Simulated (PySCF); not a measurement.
CHCl2, SMILES Cl[CH]Cl (connectivity only; charge and spin as stated), charge +1, multiplicity 1.

Coordinates come from a r2SCAN-D4/def2-TZVP optimisation. The multiplicity is an assumed one; other spin states were not compared. The isomer is the one that the SMILES or the coordinates give; other isomers of the formula were not compared.

Two levels are set side by side: PBE/def2-TZVPD (PySCF) and PBE0/def2-TZVPD (PySCF). Same geometry, gas phase. Differences are taken from unrounded values.

| quantity | PBE0 |
|---|---|
| orbital gap (eV) | 5.94 |
| highest occupied level (eV) | -16.39 |
| lowest empty level (eV) | -10.45 |
| mean polarisability (bohr³) | 35.9 |

What does PBE give, and how far is it from PBE0? (The exact figures need the calculation; the answer reports its results.)


```
quantity                        PBE  PBE minus PBE0
---------------------------  ------  --------------
orbital gap (eV)               3.55           -2.38
highest occupied level (eV)  -14.92            1.47
lowest empty level (eV)      -11.36           -0.91
mean polarisability (bohr³)    36.7             0.8
```

PBE's occupied levels lie high since its potential decays too fast outside the molecule; exact exchange lowers them and widens the gap. Differences between two approximate levels are no errors against the true value.

Rough cost on one machine, each run with all the roots and properties that it gave: PBE0 against PBE within a factor of 2.
